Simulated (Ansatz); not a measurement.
Gas-phase electronic energies from Ansatz, PBE0-D4/def2-TZVP geometries. CBS: MP2 limit from def2 TZ/QZ plus the TZ coupled-cluster correction, frozen cores. Functionals use def2-TZVPP. Open shells (•) are unrestricted, without spin–orbit coupling. For Br outer-core shells are correlated without core-valence functions, which leaves a few kJ/mol of doubt a bond. Scalar relativity is left out up to krypton. One conformer a species, not always the lowest.

Reaction (homolysis of the N–Si bond): `CN(C)[Si]Br` → `C[N]C`• + `[Si]Br`•

| species | BLYP energy (Eh) |
| --- | --- |
| `CN(C)[Si]Br` | -2998.28855 |
| `C[N]C`• | -134.49406 |
| `[Si]Br`• | -2863.65795 |

Problem. Work out ΔE.

Solution. ΔE = (-134.49406) + (-2863.65795) − (-2998.28855) = 0.13654 Eh = +358.5 kJ/mol. CCSD(T)/CBS gives +416.8 kJ/mol.

Largest T1 diagnostic among the species: 0.014.

From BLYP to BHLYP (50 % exact exchange), in def2-TZVPP and without D4, ΔE moves by +3.2 kJ/mol. In def2-TZVPP, CCSD(T) changes the Hartree–Fock value by +137.4 kJ/mol (the triples alone add +14.8 kJ/mol) and MP2 by +176.1 kJ/mol; breaking electron pairs costs correlation energy, which Hartree–Fock lacks.
